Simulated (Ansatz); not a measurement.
```yaml
crystal:
  periodic: [false, false, false]
  atoms:
    - {symbol: Zn, position_ang: [1.240042, 0.665185, -0.782703]}
    - {symbol: Zn, position_ang: [-1.223005, -0.682847, 0.794023]}
    - {symbol: Br, position_ang: [2.907636, 1.646538, -1.914779]}
    - {symbol: Br, position_ang: [-0.458115, 1.623262, 0.677600]}
    - {symbol: Br, position_ang: [0.508807, -1.649290, -0.620870]}
    - {symbol: Br, position_ang: [-2.975364, -1.602848, 1.846729]}
basis:
  gaussian: {orbitals: 6-31G}
hamiltonian: {xc: {name: BLYP}, dispersion: d3bj}
accuracy: high
scf: {lower_state_search: off}
```

```sh
$ ansatz run in.yaml --threads 4 --pin off --events-out ev --progress --plain --max-ram 8704MiB
```

Output, abridged:

```
Functional definition: BLYP
2957 factors; integrals over basis functions are off by at most 5.8e-9 eV
mean field evaluation 1: about -376974.1695 eV, gradient 5.6e1 eV
mean field evaluation 2: about -376956.9614 eV, gradient 1.1e2 eV
mean field evaluation 4: about -376979.3401 eV, gradient 6.6e0 eV
mean field evaluation 8: about -376979.4542 eV, gradient 5.1e-2 eV
mean field evaluation 16: about -376979.4542 eV, gradient 1.6e-5 eV
mean field -376979.45421366 eV, -13853.7394165003 hartree, gradient 2.2e-8 eV, S^2 0.000000; 0 other end points of the search recorded, 0 dependent functions left out
reference -376979.45427067 eV, -13853.7394185956 hartree; 100, 100 occupied and 74, 74 virtual orbitals, 2957 factors
Total energy: -376980.18901120 eV, -13853.7664198118 hartree
Checks for a lower state left out: stability, starts, cluster_reference, orbital_swaps, neighbouring_geometries, increment
```

Run time 7.5 s (4 threads of Arm Neoverse V1 on a shared host).

The 6-31G sets use Cartesian d functions.
